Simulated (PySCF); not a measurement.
Isomers of C7H13P, one conformer each; single-point electronic energies without zero-point terms and without any empirical dispersion term.

Level: PBE0/pcSseg-1 in PySCF, non-relativistic, each on one gas-phase PBE0-D3(BJ)/def2-SVP geometry that isn't relaxed in the solvent. The solvent is an IEF-PCM continuum (Bondi radii, 1.10 Å for H, scaled by 1.2). The model holds no explicit solvent molecules, cavitation or dispersion.

| isomer | relative energy, gas (kcal/mol) | dipole (D) |
| --- | --- | --- |
| `CP(C#CC)C(C)C` | 0.0 | 1.62 |
| `CC#CPC(C)(C)C` | 3.1 | 1.65 |

**Question.** How do the relative energies look in acetonitrile (ε = 35.69)?

**Answer.** 
```tsv
isomer	relative energy, solvent (kcal/mol)	E(solvent) − E(gas) (kcal/mol)	dipole in solvent (D)
`CP(C#CC)C(C)C`	0.0	-4.3	2.19
`CC#CPC(C)(C)C`	3.6	-3.8	2.17
```

The order is unchanged. Conformers: `[CH3:1][C:2]#[C:3][P:4]([CH3:5])[CH:6]([CH3:7])[CH3:8]` with C3–P4–C6–C7 171°. `CP(C#CC)C(C)C` gains most from the continuum, while `CC#CPC(C)(C)C` has the largest gas-phase dipole. The gains span 0.5 kcal/mol, the gas-phase energies 3.1 kcal/mol.
